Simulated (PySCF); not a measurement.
**19F chemical shifts**

PySCF calculation with GIAO PBE0/pcSseg-1 shieldings and GFN2-xTB structure; relativity neglected, a single conformation, in vacuum, equivalent nuclei averaged.

Shieldings were converted by a linear fit to measured shifts: 19F (scatter 6.0 ppm rms, 7.0 ppm with the 5 outliers that the fit left out vs CFCl3, solution or neat liquid, with a term for F on sp3 carbon). A few per cent of atoms miss by over 2 rms, more outside the fitted compound classes.

(1) Give the 19F shifts of `C/C=C(\C(=O)Cl)C(F)(F)F`, `C#C[C@@](F)(C[SiH3])[SiH2]O`, `N#C[C@@]1(F)O[C@H]1C(F)F`.

(2) Order these by 19F shift, lowest first.
A. F[C@@]12[C@H]3C=C[C@@H]1[C@@H]2C=C3
B. C/C=C(\C(=O)Cl)C(F)(F)F
C. O=C[SiH2]C/C([SiH3])=C\F
D. C=C1C=C/C1=C\C=C/F

Results:

(1) 
| compound | environment | δ (ppm) |
| --- | --- | --- |
| C/C=C(\C(=O)Cl)C(F)(F)F | fluorine of a CF3 group (×3) | -63.6 |
| C#C[C@@](F)(C[SiH3])[SiH2]O | fluorine on an sp3 carbon | -175.8 |
| [N:1]#[C:2][C@@:3]1([F:4])[O:5][C@H:6]1[CH:7]([F:8])[F:9] | F9: fluorine of a CF2 group | -119.4 |
| [N:1]#[C:2][C@@:3]1([F:4])[O:5][C@H:6]1[CH:7]([F:8])[F:9] | F8: fluorine of a CF2 group | -121.0 |
| [N:1]#[C:2][C@@:3]1([F:4])[O:5][C@H:6]1[CH:7]([F:8])[F:9] | F4: fluorine on an sp3 carbon | -141.1 |

(2) A (-169.2 ppm, fluorine on an sp3 carbon), D (-121.3 ppm, vinylic fluorine), C (-95.7 ppm, vinylic fluorine), B (-63.6 ppm, fluorine of a CF3 group).
